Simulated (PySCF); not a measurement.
C3H2BCl2 (charge +1).
SMILES with atom numbers: `[Cl:1][B:2]([Cl:3])[c+:4]1[cH:5][cH:6]1` (hydrogens: H7 on C5; H8 on C6)
Bond orders are those of one Lewis drawing.

Computed by this run: PBE0-D3(BJ)/def2-SVP geometry optimisation, gas phase (PySCF 2.14.0); density fitting, grid level 1; the optimiser is geomeTRIC in internal coordinates, started from a GFN2-xTB structure with every atom displaced at random (about 0.01 Å).

Geometry at step 1:
```
atom  x, y, z in Å
Cl1     2.1673    1.3265    1.0485
B2      1.5064    0.2856   -0.1387
Cl3     2.3732   -0.6788   -1.2635
C4     -0.0728    0.1015   -0.1098
C5     -1.4203    0.2642   -0.3583
C6     -1.0168   -0.6898    0.5121
H7     -2.1381    0.8692   -0.9270
H8     -1.3427   -1.4972    1.1842
```

**Question.** Give the atomic forces at this geometry.

**Answer.** 
| atom | Fx (eV/Å) | Fy (eV/Å) | Fz (eV/Å) |
| --- | --- | --- | --- |
| Cl1 | -0.010 | 0.043 | -0.033 |
| B2 | -0.225 | 0.024 | -0.187 |
| Cl3 | -0.080 | 0.107 | 0.060 |
| C4 | 0.445 | -0.459 | 0.423 |
| C5 | 0.552 | 0.390 | -0.197 |
| C6 | -0.907 | 0.020 | -0.178 |
| H7 | -0.112 | -0.261 | 0.171 |
| H8 | 0.336 | 0.136 | -0.059 |

The largest, 0.92 eV/Å, acts on C6; the rms over all components is 0.309 eV/Å. The forces sum to zero within rounding, as they must for an isolated molecule in no field.

**Question.** Give the force on C6 in Eh/bohr and in nN.

**Answer.** 0.924 eV/Å ÷ 51.422 = 0.01797 Eh/bohr, and 0.924 eV/Å × 1.602 = 1.48 nN.

**Question.** How far is this geometry from the end of the optimisation?

**Answer.** 0.088 eV above it, and 0.103 Å rms away after alignment. The bonds farthest from their final lengths, with half the difference of the two atoms' forces along the bond (positive lengthens):

```csv
bond,now (Å),final (Å),force along bond (eV/Å)
B2–C4,1.590,1.577,-0.30
C6–H8,1.100,1.093,-0.19
C5–H7,1.098,1.093,-0.06
B2–Cl3,1.717,1.712,-0.07
C5–C6,1.353,1.349,-0.08
```

The angle farthest from its final value is B2–C4–C6, 138.9° against 150.8°.

The cost below is that of the whole optimisation. Time: 29 s; peak memory 0.41 GiB. Hardware: an Arm Neoverse V1 with one thread, shared host with 32 logical CPUs at a one-minute load of 15.
